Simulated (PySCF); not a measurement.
Simulation results for CH₇Al₂N, CH₅AlBO, CH₄AlBN, AlCl₂ and others

Computed with PySCF 2.14.0. Calculation on a computer-drawn molecule: the log of a Hartree-Fock and frozen-core CCSD(T) single point meant for a local Hartree-Fock minimum, with one planted fault or none, to be diagnosed. Offsets are logged minus clean, where the clean run is the same molecule without the fault. The reference is restricted for singlets and unrestricted otherwise, and also for a bond in bohr or an excited solution. Adding or removing an electron swaps singlet and doublet. The excited solution moves the top pair (singlet) or top alpha electron (doublet) to the lowest empty orbital. Highest occupied and lowest empty are orbital energies over both spins, largest force is the largest gradient component, triples share is (T) over the correlation energy, the T1 limit is 0.02 restricted and 0.045 unrestricted, electrons count all cores, a negative frequency is imaginary (commonest isotopes), and the dipole is about the centre of nuclear charge.

Common to all runs: meant basis cc-pV(D+d)Z; logged SCF converged yes; logged CC converged yes; logged SCF stable within its kind yes; possible faults no fault, one electron removed, one electron added, multiplicity raised by two, geometry at a saddle point, SCF held on an excited solution, minimal basis STO-3G, one bond length entered in bohr, all coordinates scaled.

(1) 
```xyz
11
formula=CH7Al2N meant_charge=0 meant_multiplicity=1 logged_electrons=46 logged_basis_functions=109 logged_spin_squared=0 logged_highest_occupied=-11.067 logged_lowest_empty=1.9662 logged_largest_force=0.040828 logged_T1_diagnostic=0.01137 logged_D1_diagnostic=0.036147 logged_triples_share=0.024141 logged_dipole_magnitude=0.36824 logged_energy_HF=-580.28606 logged_energy_CCSD(T)=-580.79683 planted_fault=all_coordinates_scaled,by_-4.0_% HF_energy_offset_from_clean_run=10.52 CCSD(T)_energy_offset_from_clean_run=14.11
C     -0.1648     1.4899    -1.8617
Al    -0.9132    -0.1933    -1.4727
N     -2.3878    -0.3535    -0.6012
Al    -3.4805     0.7701     0.0885
H     -0.0846     1.6256    -2.9030
H     -0.7159     2.2959    -1.4760
H      0.8141     1.5571    -1.4795
H     -0.2325    -1.4780    -1.9228
H     -2.6543    -1.2776    -0.4756
H     -4.7169     0.2590     0.8050
H     -3.1873     2.2519    -0.0326
```

Units: logged_highest_occupied, logged_lowest_empty in eV; logged_largest_force in hartree/bohr; logged_dipole_magnitude in debye; logged_energy_HF, logged_energy_CCSD(T) in hartree; HF_energy_offset_from_clean_run, CCSD(T)_energy_offset_from_clean_run in kcal/mol.

Drawn bonds:
| atom | other atom | order |
| --- | --- | --- |
| 1 | 2 | 1 |
| 2 | 3 | 1 |
| 3 | 4 | 1 |
| 1 | 5 | 1 |
| 1 | 6 | 1 |
| 1 | 7 | 1 |
| 2 | 8 | 1 |
| 3 | 9 | 1 |
| 4 | 10 | 1 |
| 4 | 11 | 1 |

(2) 
```xyz
9
formula=CH5AlBO meant_charge=0 meant_multiplicity=2 logged_electrons=37 logged_basis_functions=90 logged_spin_squared=0.7719 logged_highest_occupied=-7.2809 logged_lowest_empty=0.91896 logged_largest_force=3.494e-05 logged_lowest_frequency=56.069 logged_T1_diagnostic=0.017922 logged_D1_diagnostic=0.067404 logged_triples_share=0.026991 logged_dipole_magnitude=1.6473 logged_energy_HF=-382.2481 logged_energy_CCSD(T)=-382.76821 planted_fault=no_fault HF_energy_offset_from_clean_run=0 CCSD(T)_energy_offset_from_clean_run=0
C     -1.5552    -0.7287     1.4169
Al    -0.7999     1.1055     1.4588
B     -0.5920     2.3013    -0.3616
O     -1.2780     3.4131    -0.7233
H     -1.4900    -1.2566     2.3721
H     -2.6133    -0.6975     1.1246
H     -1.0406    -1.3359     0.6608
H      0.2934     2.0064    -1.1336
H     -1.9606     3.6735    -0.1262
```

Units: logged_highest_occupied, logged_lowest_empty in eV; logged_largest_force in hartree/bohr; logged_lowest_frequency in cm⁻¹; logged_dipole_magnitude in debye; logged_energy_HF, logged_energy_CCSD(T) in hartree; HF_energy_offset_from_clean_run, CCSD(T)_energy_offset_from_clean_run in kcal/mol.

Drawn bonds:
| atom | other atom | order |
| --- | --- | --- |
| 1 | 2 | 1 |
| 2 | 3 | 1 |
| 3 | 4 | 1 |
| 1 | 5 | 1 |
| 1 | 6 | 1 |
| 1 | 7 | 1 |
| 3 | 8 | 1 |
| 4 | 9 | 1 |

(3) 
```xyz
8
formula=CH4AlBN meant_charge=0 meant_multiplicity=2 logged_electrons=35 logged_basis_functions=85 logged_spin_squared=3.7656 logged_highest_occupied=-5.868 logged_lowest_empty=-2.2563 logged_largest_force=0.12707 logged_T1_diagnostic=0.055228 logged_D1_diagnostic=0.30663 logged_triples_share=0.040907 logged_dipole_magnitude=4.5283 logged_energy_HF=-361.08605 logged_energy_CCSD(T)=-361.5652 planted_fault=multiplicity_raised_by_two HF_energy_offset_from_clean_run=96.03 CCSD(T)_energy_offset_from_clean_run=99.74
C     -0.3809    -0.1485     0.4764
Al     1.4108    -0.0194     1.2947
B      1.5643    -0.0333     3.4233
N      1.7003    -0.0382     4.6497
H     -0.3697    -0.1342    -0.6162
H     -1.0111     0.6808     0.8215
H     -0.8735    -1.0741     0.7999
H      1.8045    -0.0425     5.6299
```

Units: logged_highest_occupied, logged_lowest_empty in eV; logged_largest_force in hartree/bohr; logged_dipole_magnitude in debye; logged_energy_HF, logged_energy_CCSD(T) in hartree; HF_energy_offset_from_clean_run, CCSD(T)_energy_offset_from_clean_run in kcal/mol.

Drawn bonds:
| atom | other atom | order |
| --- | --- | --- |
| 1 | 2 | 1 |
| 2 | 3 | 1 |
| 3 | 4 | 2 |
| 1 | 5 | 1 |
| 1 | 6 | 1 |
| 1 | 7 | 1 |
| 4 | 8 | 1 |

Notes: T1 above single-reference limit.

(4) 
```xyz
3
formula=AlCl2 meant_charge=0 meant_multiplicity=2 logged_electrons=47 logged_basis_functions=69 logged_spin_squared=0.7551 logged_highest_occupied=-9.8909 logged_lowest_empty=-0.42909 logged_largest_force=0.028624 logged_T1_diagnostic=0.014905 logged_D1_diagnostic=0.052193 logged_triples_share=0.024957 logged_dipole_magnitude=2.6423 logged_energy_HF=-1161.04462 logged_energy_CCSD(T)=-1161.39521 planted_fault=all_coordinates_scaled,by_+5.6_% HF_energy_offset_from_clean_run=4.501 CCSD(T)_energy_offset_from_clean_run=3.902
Cl     0.7085    -0.4405    -1.6830
Al    -0.6709     0.8519    -0.4948
Cl    -2.4791     1.6676    -1.5193
```

Units: logged_highest_occupied, logged_lowest_empty in eV; logged_largest_force in hartree/bohr; logged_dipole_magnitude in debye; logged_energy_HF, logged_energy_CCSD(T) in hartree; HF_energy_offset_from_clean_run, CCSD(T)_energy_offset_from_clean_run in kcal/mol.

Drawn bonds:
| atom | other atom | order |
| --- | --- | --- |
| 1 | 2 | 1 |
| 2 | 3 | 1 |

(5) 
```xyz
5
formula=Al2ClFH meant_charge=1 meant_multiplicity=1 logged_electrons=52 logged_basis_functions=88 logged_spin_squared=0 logged_highest_occupied=-16.428 logged_lowest_empty=-5.1646 logged_largest_force=0.085566 logged_T1_diagnostic=0.014199 logged_D1_diagnostic=0.032905 logged_triples_share=0.019987 logged_dipole_magnitude=2.9039 logged_energy_HF=-1043.22234 logged_energy_CCSD(T)=-1043.68113
F      0.4817    -3.0037     4.5788
Al     0.0083    -2.2798     3.3474
Al    -0.7333    -1.0348     1.2793
Cl     0.6995     0.1327     0.7934
H     -2.0465    -1.3679     0.8004
```

Units: logged_highest_occupied, logged_lowest_empty in eV; logged_largest_force in hartree/bohr; logged_dipole_magnitude in debye; logged_energy_HF, logged_energy_CCSD(T) in hartree.

Drawn bonds:
| atom | other atom | order |
| --- | --- | --- |
| 1 | 2 | 1 |
| 2 | 3 | 1 |
| 3 | 4 | 1 |
| 3 | 5 | 1 |

(6) 
```xyz
3
formula=AlFH meant_charge=0 meant_multiplicity=2 logged_electrons=23 logged_basis_functions=42 logged_spin_squared=0.7703 logged_highest_occupied=-6.8825 logged_lowest_empty=0.66559 logged_largest_force=6.643e-06 logged_lowest_frequency=-1623.7 logged_T1_diagnostic=0.019248 logged_D1_diagnostic=0.037688 logged_triples_share=0.018768 logged_dipole_magnitude=1.431 logged_energy_HF=-341.92489 logged_energy_CCSD(T)=-342.18818
F      1.7020     0.0000     0.0000
Al     0.0297     0.0000     0.0000
H     -1.7316     0.0000     0.0000
```

Units: logged_highest_occupied, logged_lowest_empty in eV; logged_largest_force in hartree/bohr; logged_lowest_frequency in cm⁻¹; logged_dipole_magnitude in debye; logged_energy_HF, logged_energy_CCSD(T) in hartree.

Drawn bonds:
| atom | other atom | order |
| --- | --- | --- |
| 1 | 2 | 1 |
| 2 | 3 | 1 |

Question: Which fault was planted in the run of Al₂ClFH (entry 5)?
Answer: all coordinates scaled, by -7.0 %

Question: Which fault was planted in the run of AlFH (entry 6)?
Answer: geometry at a saddle point

Further results for Al₂ClFH (entry 5):

```
HF energy offset from clean run      : 17.7 kcal/mol
CCSD(T) energy offset from clean run : 20.31 kcal/mol
```

Further results for AlFH (entry 6):

```
HF energy offset from clean run      : 33.41 kcal/mol
CCSD(T) energy offset from clean run : 26.82 kcal/mol
```
